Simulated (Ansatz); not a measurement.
`OC1C[SiH2]N1` → `CN(C)[Si]O`  (isomerisation)

Gas-phase electronic energies from Ansatz, PBE0-D4/def2-TZVP geometries. CCSD(T)/CBS is the MP2 limit (def2-TZVPP, def2-QZVPP) plus CCSD(T) − MP2 in def2-TZVPP, frozen cores. Functionals use def2-TZVPP. B3LYP here is the variant with VWN-RPA as its local correlation; programs differ in this. HSE06 is defined as in plane-wave codes. Each species was taken in one conformer, which may not be the lowest.

Task: Is it downhill or uphill in electronic energy at CCSD(T)/CBS, and by how much? (An estimate is asked.)

Result: Computed: Downhill: ΔE = -100.2 kJ/mol.

Task: What do these levels give: LDA (SPW92), B3LYP-D4, HSE06-D4, HF/def2-SVP, HF/def2-QZVPP, HF/CBS(def2)? (An estimate is asked.)

Result: Computed: LDA (SPW92) -90.3, B3LYP-D4 -113.9, HSE06-D4 -88.7, HF/def2-SVP -89.5, HF/def2-QZVPP -95.8, HF/CBS(def2) -95.9 kJ/mol.

Largest T1 diagnostic among the species: 0.013.

From r2SCAN to r2SCAN0 (25 % exact exchange), in def2-TZVPP and without D4, ΔE moves by +5.6 kJ/mol. Leaving LDA and LC-ωPBE aside and taking each functional with its dispersion term where it has one, the values, not all of them listed here, spread over 41.2 kJ/mol, from BLYP-D4 to PBE-QIDH. LDA lies +8.9 kJ/mol from PBE without D4.
